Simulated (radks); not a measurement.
Cl16+, configuration 1s1. All-electron calculation, scalar-relativistic Kohn-Sham, exchange-only r2SCAN, spin-polarised, spherical densities, finite nucleus; open shells are filled with parallel spins first; meta-GGA in the generalised Kohn-Sham scheme; Fermi nuclear charge, rms radius 3.3654 fm. Program: a radial shooting solver on a logarithmic mesh with Libxc functionals.

Radial electron density D(r) = 4 pi r^2 rho(r):

```
   r/bohr * D(r) (the largest magnitude, 9.16, reaches the edge; | marks zero)
 0.008237 |     *
 0.009981 |        *
    0.012 |           *
  0.01442 |              *
  0.01747 |                   *
    0.021 |                         *
  0.02525 |                               *
  0.03059 |                                       *
  0.03677 |                                             *
   0.0442 |                                                   *
  0.05355 |                                                      *
  0.06437 |                                                      *
  0.07737 |                                                  *
  0.09375 |                                          *
   0.1127 |                               *
   0.1355 |                    *
   0.1641 |           *
   0.1973 |     *
   0.2371 | *
   0.2873 |*
   0.3454 *
   0.4151 *
    0.503 *
```

D(r) has 1 maximum, at r = 0.0585 bohr.
